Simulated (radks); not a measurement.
Question: The lutetium ion Lu59+, configuration [Ne] 3s2. Method: non-relativistic Kohn-Sham, LDA (Slater exchange, Perdew-Wang correlation), spin-unpolarised, spherical densities, point nucleus; relativity is left out, which matters for an element this heavy; computed with a radial shooting solver on a logarithmic mesh with Libxc functionals. Some entries of the table are withheld. Estimate them.

orbital  occ.  eigenvalue (eV)  <r^2> (bohr^2)
1s          2        -63174.05       0.0006087
2s          2        -13988.41             (1)
2p          6        -13646.21        0.006819
3s          2              (2)         0.04911

Answer: 
(1) 2s <r^2> (bohr^2): 0.009252
(2) 3s eigenvalue (eV): -5863.672
